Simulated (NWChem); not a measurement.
System: C$_{5}$H$_{7}$F; SMILES C=CC(F)C=C

Input file for NWChem:

```
start job
memory heap 200 mb stack 900 mb global 1100 mb
geometry units angstroms noautoz
  C     -0.982419     0.148700    -2.144536
  C     -0.150783    -0.402920    -1.246025
  C      0.332582     0.286014     0.000000
  F      1.739153     0.265673     0.000000
  C     -0.150783    -0.402920     1.246025
  C     -0.982419     0.148700     2.144536
  H     -1.356364     1.179192    -2.022749
  H     -1.325813    -0.406331    -3.031068
  H      0.217069    -1.436019    -1.380397
  H      0.002057     1.349480     0.000000
  H      0.217069    -1.436019     1.380397
  H     -1.356364     1.179192     2.022749
  H     -1.325813    -0.406331     3.031068
end
basis spherical
  * library sto-3g
end
dft
  xc b3lyp
  iterations 150
  mulliken
end
task dft gradient
```

Output (shortened):

```
             Northwest Computational Chemistry Package (NWChem) 7.3.0
             --------------------------------------------------------

 CS  symmetry detected

                             Geometry "geometry" -> ""
                             -------------------------

 Output coordinates in angstroms (scale by  1.889725989 to convert to a.u.)

  No.       Tag          Charge          X              Y              Z
 ---- ---------------- ---------- -------------- -------------- --------------
    1 C                    6.0000    -0.95276986     0.18944819     2.14453600
    2 C                    6.0000    -0.15993462    -0.41661726     1.24602500
    3 C                    6.0000     0.36847420     0.23840633     0.00000000
    4 F                    9.0000     1.77052675     0.12393207     0.00000000
    5 C                    6.0000    -0.15993462    -0.41661726    -1.24602500
    6 C                    6.0000    -0.95276986     0.18944819    -2.14453600
    7 H                    1.0000    -1.25687768     1.24266567     2.02274900
    8 H                    1.0000    -1.33255612    -0.34134485     3.03106800
    9 H                    1.0000     0.13791932    -1.47202793     1.38039700
   10 H                    1.0000     0.10989676     1.32161657     0.00000000
   11 H                    1.0000     0.13791932    -1.47202793    -1.38039700
   12 H                    1.0000    -1.25687768     1.24266567    -2.02274900
   13 H                    1.0000    -1.33255612    -0.34134485    -3.03106800

 Effective nuclear repulsion energy (a.u.)     217.6756076342

      Symmetry information
      --------------------

 Group name             Cs
 Group number              2
 Group order               2
 No. of unique centers     8

                                 NWChem DFT Module
                                 -----------------

 Summary of "ao basis" -> "ao basis" (spherical)
 ------------------------------------------------------------------------------
       Tag                 Description            Shells   Functions and Types
 ---------------- ------------------------------  ------  ---------------------
 C                           sto-3g                  3        5   2s1p
 F                           sto-3g                  3        5   2s1p
 H                           sto-3g                  1        1   1s

      Symmetry analysis of basis
      --------------------------

        a'         22
        a"         15

            General Information
            -------------------
          SCF calculation type: DFT
          Wavefunction type:  closed shell.
          No. of atoms     :    13
          No. of electrons :    46
           Alpha electrons :    23
            Beta electrons :    23
          Charge           :     0
          Spin multiplicity:     1
          Use of symmetry is: on ; symmetry adaption is: on
          Maximum number of iterations: 150
          AO basis - number of functions:    37
                     number of shells:    25
          Convergence on energy requested:  1.00D-06
          Convergence on density requested:  1.00D-05
          Convergence on gradient requested:  5.00D-04

              XC Information
              --------------
                         B3LYP Method XC Potential
                     Hartree-Fock (Exact) Exchange  0.200
                        Slater Exchange Functional  0.800 local
                    Becke 1988 Exchange Functional  0.720 non-local
              Lee-Yang-Parr Correlation Functional  0.810
                  VWN I RPA Correlation Functional  0.190 local

             Grid Information
             ----------------
          Grid used for XC integration:  medium
          Radial quadrature: Mura-Knowles
          Angular quadrature: Lebedev.
          Tag              B.-S. Rad. Rad. Pts. Rad. Cut. Ang. Pts.
          ---              ---------- --------- --------- ---------
          C                   0.70       49          12.0       434
          F                   0.50       49          11.0       434
          H                   0.35       45          12.0       434
          Grid pruning is: on
          Number of quadrature shells:   376
          Spatial weights used:  Erf1

      Superposition of Atomic Density Guess
      -------------------------------------

 Sum of atomic energies:        -287.15873077

      Non-variational initial energy
      ------------------------------

 Total energy =    -288.307733
 1-e energy   =    -829.531946
 2-e energy   =     323.548606
 HOMO         =      -0.103304
 LUMO         =       0.207698

      Symmetry analysis of molecular orbitals - initial
      -------------------------------------------------

  Numbering of irreducible representations:

     1 a'          2 a"

  Orbital symmetries:

     1 a'          2 a'          3 a"          4 a'          5 a"
     6 a'          7 a'          8 a'          9 a"         10 a'
    11 a"         12 a'         13 a'         14 a"         15 a'
    16 a"         17 a'         18 a'         19 a"         20 a'
    21 a"         22 a'         23 a"         24 a'         25 a"
    26 a'         27 a'         28 a"         29 a"         30 a'
    31 a'         32 a"         33 a'

     ---------------------------------------------
      Total Density - Mulliken Population Analysis
     ---------------------------------------------

    Atom       Charge   Shell Charges
 -----------   ------   -------------------------------------------------------
    1 C    6     6.14   1.99  1.29  2.86
    2 C    6     6.07   1.99  1.28  2.80
    3 C    6     5.48   1.99  1.21  2.28
    4 F    9     9.45   2.00  1.93  5.52
    5 C    6     6.07   1.99  1.28  2.80
    6 C    6     6.14   1.99  1.29  2.86
    7 H    1     0.94   0.94
    8 H    1     0.93   0.93
    9 H    1     0.95   0.95
   10 H    1     1.00   1.00
   11 H    1     0.95   0.95
   12 H    1     0.94   0.94
   13 H    1     0.93   0.93

   convergence    iter        energy       DeltaE   RMS-Dens  Diis-err
 ---------------- ----- ----------------- --------- --------- ---------
 d= 0,ls=0.0,diis     1   -290.5673023811 -5.08D+02  4.47D-02  6.14D-01
 d= 0,ls=0.0,diis     2   -290.5391628223  2.81D-02  2.58D-02  9.20D-01
 d= 0,ls=0.0,diis     3   -290.6787245446 -1.40D-01  4.60D-03  8.58D-03
 d= 0,ls=0.0,diis     4   -290.6777016421  1.02D-03  2.88D-03  1.55D-02
 d= 0,ls=0.0,diis     5   -290.6800711887 -2.37D-03  3.15D-04  7.41D-05
  Resetting Diis
 d= 0,ls=0.0,diis     6   -290.6800849983 -1.38D-05  5.17D-05  3.23D-06
 d= 0,ls=0.0,diis     7   -290.6800855646 -5.66D-07  7.87D-06  2.49D-08

         Total DFT energy =     -290.680085564587
      One electron energy =     -829.219556731494
           Coulomb energy =      361.087724851984
    Exchange-Corr. energy =      -40.223861319300
 Nuclear repulsion energy =      217.675607634224

 Numeric. integr. density =       46.000006788775

                  Occupations of the irreducible representations
                  ----------------------------------------------

                     irrep           alpha         beta
                     --------     --------     --------
                     a'               14.0         14.0
                     a"                9.0          9.0

                       DFT Final Molecular Orbital Analysis
                       ------------------------------------

 Vector   21  Occ=2.000000D+00  E=-2.044373D-01  Symmetry=a"
              MO Center= -5.6D-01, -9.0D-02, -9.3D-12, r^2= 4.1D+00
   Bfn.  Coefficient  Atom+Function         Bfn.  Coefficient  Atom+Function
  ----- ------------  ---------------      ----- ------------  ---------------
     3      0.394657   1 C  px               28     -0.394657   6 C  px
    10      0.319494   2 C  pz               25      0.319494   5 C  pz
     8      0.292555   2 C  px               23     -0.292555   5 C  px
     5      0.200118   1 C  pz               30      0.200118   6 C  pz
     4      0.136732   1 C  py               29     -0.136732   6 C  py

 Vector   22  Occ=2.000000D+00  E=-1.756972D-01  Symmetry=a'
              MO Center=  1.4D+00,  1.8D-01,  1.3D-12, r^2= 1.5D+00
   Bfn.  Coefficient  Atom+Function         Bfn.  Coefficient  Atom+Function
  ----- ------------  ---------------      ----- ------------  ---------------
    19      0.896452   4 F  py               34     -0.268639  10 H  s
    18      0.130099   4 F  px                8      0.117537   2 C  px
    23      0.117537   5 C  px               14     -0.102162   3 C  py
     3      0.099701   1 C  px               28      0.099701   6 C  px
     5      0.094215   1 C  pz                7      0.094676   2 C  s

[...]

                         DFT ENERGY GRADIENTS

    atom               coordinates                        gradient
                 x          y          z           x          y          z
   1 C      -1.800474   0.358005   4.052585   -0.003571   0.001923   0.003333
   2 C      -0.302233  -0.787292   2.354646    0.020051   0.013660  -0.030124
   3 C       0.696315   0.450523   0.000000   -0.015803  -0.025443   0.000000
   4 F       3.345810   0.234198   0.000000   -0.023508   0.000915   0.000000
   5 C      -0.302233  -0.787292  -2.354646    0.020051   0.013660   0.030124
   6 C      -1.800474   0.358005  -4.052585   -0.003571   0.001923  -0.003333
   7 H      -2.375154   2.348298   3.822441   -0.000231   0.004442  -0.001176
   8 H      -2.518166  -0.645048   5.727888   -0.001241  -0.002791   0.001817
   9 H       0.260630  -2.781729   2.608572    0.001539  -0.003343  -0.000218
  10 H       0.207675   2.497493   0.000000    0.006219  -0.003254   0.000000
  11 H       0.260630  -2.781729  -2.608572    0.001539  -0.003343   0.000218
  12 H      -2.375154   2.348298  -3.822441   -0.000231   0.004442   0.001176
  13 H      -2.518166  -0.645048  -5.727888   -0.001241  -0.002791  -0.001817
```

Level: B3LYP/STO-3G. All runs use the structure optimised with PBE-D3(BJ)/def2-SVP.
